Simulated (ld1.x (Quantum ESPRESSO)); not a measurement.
Plane-wave convergence, PAW potential for cobalt

* Element: cobalt
* Generator: ld1.x (Quantum ESPRESSO) 7.5
* Type: PAW
* Functional: PBE
* Relativity: non-relativistic
* Frozen core: [Ne] 3s2
* Valence charge: 15
* Reference configuration: 3p6 3d7 4s2 4p0
* Partial waves: 4s (bound): rcut 1.85, rcutus 2.40 bohr; 4s channel at 0.4 Ry: rcut 1.85, rcutus 2.40 bohr; 3p (bound): rcut 1.30, rcutus 1.70 bohr; 4p (bound, empty): rcut 1.30, rcutus 1.70 bohr; 3d (bound): rcut 1.25, rcutus 1.45 bohr; 3d channel at 0.95 Ry: rcut 1.25, rcutus 1.45 bohr
* Local potential: all-electron potential smoothed inside 1.70 bohr (lloc = -2)
* Core correction: Bessel-smoothed model core, default radius (core density twice the valence density)
* Augmentation charge: PSQ, inside the norm-conserving radii

The pseudo-atom Hamiltonian at the reference potential is diagonalised in spherical Bessel functions j_l(qr) that vanish at 20 bohr, with q² up to the cutoff. All-electron valence levels (Ry): 4s -0.3943, 3p -4.7849, 4p -0.0961, 3d -0.6254.

How do the lowest levels (Ry) of each channel move with the cutoff, and are there ghosts?

```
cutoff (Ry)     s #1    s #2     p #1     p #2    p #3     d #1    f #1  Σ f·Δε (mRy)
          8  -0.3942  0.0036  -4.2568  -0.0368  0.0646   0.0570  0.1116        7945.8
         18  -0.3943  0.0035  -4.7571  -0.0536  0.0584  -0.2523  0.1116        2778.9
         30  -0.3943  0.0035  -4.7842  -0.0669  0.0544  -0.5530  0.1116         511.2
         50  -0.3943  0.0035  -4.7848  -0.0952  0.0478  -0.6246  0.1116           7.0
         70  -0.3943  0.0035  -4.7848  -0.0958  0.0477  -0.6250  0.1116           3.2
        110  -0.3943  0.0035  -4.7849  -0.0960  0.0476  -0.6254  0.1116           0.4
        400  -0.3943  0.0035  -4.7849  -0.0961  0.0476  -0.6255  0.1116           0.0
```

Result: no extra level below or beside the all-electron valence levels (s, p, d, f tested); 10 mRy is reached at 50 Ry and 1 mRy at 90 Ry.

Test run stopped at test 4 of 7 (negative rho), 1 before it not solved.
